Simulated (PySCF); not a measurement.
PySCF input file for C3H5ClOSi, SMILES C#CC[Si@@H](O)Cl, PBE/pcSseg-1. Geometry: B3LYP-D3(BJ)/def2-SVP. The structure was generated by enumeration; whether it is a known compound was not checked. The values are those of a single conformer.

```python
import numpy as np
from pyscf import gto, scf, dft
from pyscf.prop.nmr import rks as nmr

mol = gto.M(
    atom='''
    C    -2.78977238    1.26364240    0.55334633
    C    -2.00462445    0.74409747   -0.20938236
    C    -1.02470848    0.09286844   -1.06402208
    Si    0.32353153   -0.76512198   -0.05352142
    O     1.34310794   -1.63216072   -1.03202179
    Cl    1.38021359    0.71538144    0.95456409
    H    -3.49046441    1.73094061    1.21861135
    H    -0.54774082    0.82052653   -1.74470821
    H    -1.50153198   -0.67535232   -1.69947584
    H    -0.24871543   -1.72107935    0.91452961
    H     1.96514877   -1.15117654   -1.59072376
    ''',
    basis='pcSseg-1',
    charge=0,
    spin=0,
    max_memory=1600,
    verbose=3,
)
mf = dft.RKS(mol, xc='pbe')
mf.grids.level = 3
mf.conv_tol = 1e-10
mf.max_cycle = 100
mf.kernel()
n = nmr.NMR(mf)
n.verbose = 2
n.max_cycle_cphf = 60
sigma = n.kernel()
print('atom   isotropic/ppm   span/ppm')
for i, s in enumerate(sigma):
    w = np.linalg.eigvalsh((s + s.T) / 2)
    print(f'{mol.atom_symbol(i):2s}{i + 1:3d} {w.mean():14.3f} {w[2] - w[0]:11.3f}')
```

Program output:

```
converged SCF energy = -941.661449384281
atom   isotropic/ppm   span/ppm
C   1        107.471     225.572
C   2        103.575     281.727
C   3        164.736      29.810
Si  4        329.777      31.608
O   5        255.960      64.721
Cl  6        862.346     263.403
H   7         29.591      15.428
H   8         29.412       8.385
H   9         29.230      11.113
H  10         25.874       8.347
H  11         29.498      17.496
```

The run converged.
